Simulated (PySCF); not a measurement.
## ReOI₂, doublet: molecular constants

Computed with PySCF, UPBE0, basis Re def2-SVP with ECP60, O def2-SVP, I def2-SVP with ECP28 (scalar-relativistic core potentials, no spin–orbit coupling, density fitting).

The structure is a minimum.

```xyz
4
charge 0 multiplicity 2, angstrom
Re    0.0000    0.0000    0.6089
O     0.0000    0.0000    2.2548
I     2.2666    0.0000   -0.5885
I    -2.2666    0.0000   -0.5885
```

* Point group: C2v
* Bond lengths: Re–I 2.563 Å (×2), Re–O 1.646 Å
* Bond angles: I–Re–I 124.3°, I–Re–O 117.8° (×2)
* Lowest empty level (β): -3.64 eV
* Rotational symmetry number: 2
* Zero-point energy: 11.3 kJ/mol
* Entropy at 298.15 K and 1 bar (electronic part: spin only): 377.2 J/(mol K)
* Atomisation energy without zero-point energy: 1091 kJ/mol
* Highest occupied level (β): -6.88 eV
* Dipole moment: 1.03 D
* Rotational constants: 0.07067, 0.01293, 0.01093 cm⁻¹
* Enthalpy at 298.15 K above 0 K: 18.38 kJ/mol
* Heat capacity Cp at 298.15 K: 73.7 J/(mol K)
* Principal quadrupole moments (Buckingham, traceless) about the centre of mass: -3.28, -2.76, 6.04 D Å
* Principal polarisabilities: 64.6, 83.7, 148.5 bohr³
* Spin squared ⟨S²⟩: 0.762

Harmonic modes (masses in u: Re 186.956, O 15.995, I 126.904):
```
symmetry  ω (cm⁻¹)  IR (km/mol)   μ (u)
      a1        52          0.0  115.83
      b1       101          0.6   24.25
      b2       171          1.3   20.75
      a1       198          2.6  121.61
      b2       265         34.4   62.39
      a1      1106          146   17.24
```

In C2v the vibrations span 3a1 + b1 + 2b2. Here b1 is antisymmetric to the molecular plane and b2 lies in it.

Charges (e):
```csv
atom,Mulliken,Löwdin,polar tensor,spin (Mulliken),Mayer order to Re1
Re1,0.49,-0.48,1.26,0.95,–
O2,-0.21,0.02,-0.59,-0.08,2.25
"I3,4",-0.14,0.23,-0.33,0.07,1.27
```

Mulliken populations on Re1 (electrons outside its core potential): s 2.81, p 6.31, d 5.31, f 0.08.

Formally Re is in oxidation state +4, d3, with 1 unpaired electron (the high-spin count would be 3). The Mulliken spin on Re is 0.95. The polar-tensor charge on Re, 1.26, is far below the formal one.

Other isomers or separated fragments may lie lower. Other spin states or occupations of the open shell can lie lower. No spin–orbit coupling is included, which matters more the heavier the element.

The final relaxation and frequency run took of the order of 8 core-minutes on a shared host.
